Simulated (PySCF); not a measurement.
Compound: (E)-1,2,3,3,3-pentafluoropropene, C3HF5.
Numbering: `[F:1]/[CH:2]=[C:3](/[F:4])[C:5]([F:6])([F:7])[F:8]` (hydrogens: H9 on C2)

Computed, not measured: core-valence-separated Tamm–Dancoff BHandHLYP/aug-pcX-1 (pcseg-1 on H) in PySCF, non-relativistic, gas phase, PBE0-D3(BJ)/def2-SVP geometry.

Computed carbon K-edge spectrum, Gaussian lines of 0.6 eV full width, highest printed point 100; it ends one width below the last computed root. The energies are unshifted.

(photon energy (eV), absorption): (284.2, 3), (284.4, 14), (284.6, 45), (284.8, 85), (285.0, 100), (285.2, 77), (285.4, 38), (285.6, 11), (285.8, 2), (286.0, 0), (286.2, 0), (286.4, 0), (286.6, 0), (286.8, 0), (287.0, 3), (287.2, 16), (287.4, 46), (287.6, 76), (287.8, 68), (288.0, 34), (288.2, 9), (288.4, 2), (288.6, 2), (288.8, 6), (289.0, 13), (289.2, 15), (289.4, 11), (289.6, 6), (289.8, 4), (290.0, 5), (290.2, 6), (290.4, 9), (290.6, 11), (290.8, 13), (291.0, 18), (291.2, 25)

Task: Assign the maxima to core holes.

Result: 3 maxima:
- 285.0 eV: C2 (vinylic C–F carbon), 284.84 eV, f = 0.068, 1s→π*, 54 % of the height at the exact maximum; C3 (vinylic C–F carbon), 285.13 eV, f = 0.062, 1s→π*, 46 % of the height at the exact maximum
- 287.7 eV: C2 (vinylic C–F carbon), 287.70 eV, f = 0.059, 68 % of the height at the exact maximum; C3 (vinylic C–F carbon), 287.60 eV, f = 0.029, 32 % of the height at the exact maximum
- 289.1 eV: C2 (vinylic C–F carbon), 289.13 eV, f = 0.017, 98 % of the height at the exact maximum

Further lines of some strength in the range: C2, 290.60 eV, f = 0.006; C3, 291.19 eV, f = 0.006.

Roots within 0.03 eV on the same or equivalent atoms count as one line; shares under 12 % aren't listed.

Vibrational structure and lifetime widths aren't in the curve. The ionisation threshold wasn't computed; near and above it a finite basis only mimics Rydberg series and continuum.

Conformer computed: `[F:1]/[CH:2]=[C:3](/[F:4])[C:5]([F:6])([F:7])[F:8]`: C2–C3–C5–F6 128°.
